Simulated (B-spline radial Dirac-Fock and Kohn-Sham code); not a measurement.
# V 2p1/2: cross section and angular parameters

System: atomic vanadium in the configuration [Ar] 3d3 4s2; threshold 519.8 eV (tabulated edge). Level of theory: Dirac-Hartree-Slater photoionisation with a Latter tail; cross sections with all multipoles, angular parameters from the dipole term and its interference with E2; a radial B-spline solver.

For linearly polarised light dσ/dΩ = σ/(4π) [1 + β P₂(cos θ) + (δ + γ cos²θ) sin θ cos φ], with θ from the polarisation vector and φ the angle between the beam and the projection of the electron momentum on the plane normal to the polarisation.

| hν (eV) | σ (kb) | β | γ | δ |
| --- | --- | --- | --- | --- |
| 576 | 485 | 0.969 | -0.088 | 0.007 |
| 587 | 467 | 1.028 | -0.088 | 0.007 |
| 600 | 445 | 1.087 | -0.085 | 0.008 |
| 785 | 238 | 1.400 | 0.035 | 0.016 |
| 838 | 202 | 1.426 | 0.072 | 0.017 |
| 970 | 139 | 1.456 | 0.156 | 0.020 |
| 1000 | 129 | 1.459 | 0.174 | 0.021 |
| 1390 | 52.7 | 1.436 | 0.373 | 0.029 |
| 1486.9 | 43.6 | 1.423 | 0.414 | 0.031 |
| 2100 | ? | ? | ? | ? |
| 2430 | 10.3 | 1.271 | 0.699 | 0.054 |
| 2970 | 5.57 | 1.189 | 0.808 | 0.068 |
| 3260 | 4.16 | 1.148 | 0.856 | 0.076 |
| 3420 | 3.58 | 1.127 | 0.880 | 0.080 |
| 3990 | 2.19 | 1.056 | 0.956 | 0.096 |
| 5414.7 | 0.807 | 0.912 | 1.096 | 0.133 |
| 8047.8 | 0.211 | 0.729 | 1.261 | 0.197 |
| 8430 | 0.179 | 0.708 | 1.280 | 0.206 |
| 12000 | 0.0519 | 0.558 | 1.414 | 0.281 |
| 12100 | 0.0504 | 0.555 | 1.417 | 0.283 |

Task: Give the values at 2100 eV.

Result: σ = 16.0 kb, β = 1.324, γ = 0.616, δ = 0.046.

Values without a named source are computed, but for edge energies of neutral atoms, which are taken from tables.
